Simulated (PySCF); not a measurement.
## Spin-rotation constants: `Fc1cnnc(C2CC2)c1`, C$_{7}$H$_{7}$FN$_{2}$

Molfile (atoms numbered from 1):
```
C7H7FN2
     RDKit          3D

 17 18  0  0  0  0  0  0  0  0999 V2000
    3.7301   -0.7415    0.3129 F   0  0  0  0  0  0  0  0  0  0  0  0
    2.5505   -0.1572    0.0480 C   0  0  0  0  0  0  0  0  0  0  0  0
    2.5076    1.1057   -0.5428 C   0  0  0  0  0  0  0  0  0  0  0  0
    1.3576    1.6890   -0.8087 N   0  0  0  0  0  0  0  0  0  0  0  0
    0.2342    1.1116   -0.5304 N   0  0  0  0  0  0  0  0  0  0  0  0
    0.1928   -0.0908    0.0345 C   0  0  0  0  0  0  0  0  0  0  0  0
   -1.1306   -0.6608    0.3135 C   0  0  0  0  0  0  0  0  0  0  0  0
   -2.2675   -0.3488   -0.6309 C   0  0  0  0  0  0  0  0  0  0  0  0
   -2.2488    0.2708    0.7192 C   0  0  0  0  0  0  0  0  0  0  0  0
    1.3679   -0.7891    0.3541 C   0  0  0  0  0  0  0  0  0  0  0  0
    3.4050    1.6470   -0.7995 H   0  0  0  0  0  0  0  0  0  0  0  0
   -1.1064   -1.6448    0.7650 H   0  0  0  0  0  0  0  0  0  0  0  0
   -2.0306    0.2825   -1.4725 H   0  0  0  0  0  0  0  0  0  0  0  0
   -2.9756   -1.1364   -0.8388 H   0  0  0  0  0  0  0  0  0  0  0  0
   -2.9434   -0.0784    1.4677 H   0  0  0  0  0  0  0  0  0  0  0  0
   -1.9996    1.3179    0.7848 H   0  0  0  0  0  0  0  0  0  0  0  0
    1.3498   -1.7647    0.8141 H   0  0  0  0  0  0  0  0  0  0  0  0
  1  2  1  0
  2  3  2  0
  3  4  1  0
  4  5  2  0
  5  6  1  0
  6  7  1  0
  7  8  1  0
  8  9  1  0
  6 10  2  0
 10  2  1  0
  9  7  1  0
  3 11  1  0
  7 12  1  0
  8 13  1  0
  8 14  1  0
  9 15  1  0
  9 16  1  0
 10 17  1  0
M  END
```

The calculation used GIAO BHandHLYP/pcSseg-1 magnetisability, rotational g tensor and spin-rotation constants, non-relativistic, gas phase in PySCF 2.14.0. Geometry: GFN2-xTB.

**Question.** Give the nuclear spin-rotation constants along the inertial axes (H = +C I·J) beside the isotropic shieldings.

**Answer.** Rotational constants 3.4406, 0.8492, 0.7190 GHz. A star marks the isotopologue with that one atom substituted, in its own axes.
```
atom  isotope  Caa (kHz)  Cbb (kHz)  Ccc (kHz)  mean (kHz)  σ (ppm)
  F1      19F      3.263      1.023      0.319       1.535    320.2
  N4      14N      1.516      0.218      0.020       0.585   -224.6
  N5      14N      1.151      0.259      0.019       0.476   -178.6
 H11       1H      0.264     -0.039     -0.070       0.051     22.6
 H12       1H     -0.347      0.013     -0.082      -0.138     30.2
 H13       1H     -0.296     -0.028     -0.054      -0.126     30.2
 H14       1H     -0.184     -0.069     -0.050      -0.101     30.7
 H15       1H     -0.187     -0.068     -0.051      -0.102     30.7
 H16       1H     -0.298     -0.030     -0.053      -0.127     30.3
 H17       1H     -0.390      0.096     -0.079      -0.124     24.6
  C2     13C*      1.615      0.375      0.160       0.716     12.1
  C3     13C*      1.643      0.316      0.112       0.690     40.6
  C6     13C*      1.783      0.413      0.104       0.767     10.2
  C7     13C*      0.516      0.097      0.111       0.241    169.8
  C8     13C*      0.397      0.083      0.141       0.207    171.8
 C10     13C*      1.101      0.372      0.091       0.521     67.9
```
For the geometry as given, no vibrational averaging.
